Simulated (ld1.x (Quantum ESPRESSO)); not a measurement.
**An all-electron radial function and its pseudo partner (neodymium)**

Columns: radius, all-electron u(r) and pseudo u(r) of the 6p shell (level -1.78 eV) of neodymium in the configuration [Xe] 4f4 5d0 6s1 6p1; PBE, scalar-relativistic, TM scheme, ld1.x (Quantum ESPRESSO) 7.5.

```tsv
r (bohr)	all-electron	pseudo
0.198	-0.0732	0.0015
0.395	0.0782	0.0059
0.593	0.0898	0.0132
0.790	-0.0212	0.0231
0.988	-0.1260	0.0355
1.185	-0.1812	0.0501
1.383	-0.1884	0.0666
1.580	-0.1603	0.0848
1.778	-0.1101	0.1048
1.975	-0.0488	0.1264
2.173	0.0166	0.1500
2.370	0.0810	0.1756
2.568	0.1421	0.2037
2.765	0.1977	0.2339
2.963	0.2478	0.2662
3.160	0.2917	0.2994
3.358	0.3301	0.3324
3.555	0.3629	0.3633
3.753	0.3907	0.3907
3.950	0.4135	0.4135
4.148	0.4317	0.4317
4.345	0.4454	0.4454
4.542	0.4549	0.4549
4.740	0.4607	0.4607
4.938	0.4630	0.4630
5.135	0.4623	0.4623
```

How many radial nodes do the two functions have?

The all-electron 6p function has n − l − 1 = 4 (the table is too coarse to show those close to the nucleus); the pseudo-wave has 0, since the states of the same l below it are removed with the core.

At about which radius was the pseudo-wave matched?

3.95 bohr. The columns agree to 0.0005 from 3.56 bohr on; several derivatives are matched, so the curves merge somewhat inside the radius.

Where does each function peak?

Outermost all-electron maximum near 4.94 bohr, pseudo maximum near 4.94 bohr (to the table’s step).

Is the pseudo-wave norm-conserving?

Yes: the TM scheme keeps the norm inside the radius equal to the all-electron one, which fixes the energy derivative of the logarithmic derivative at the level.
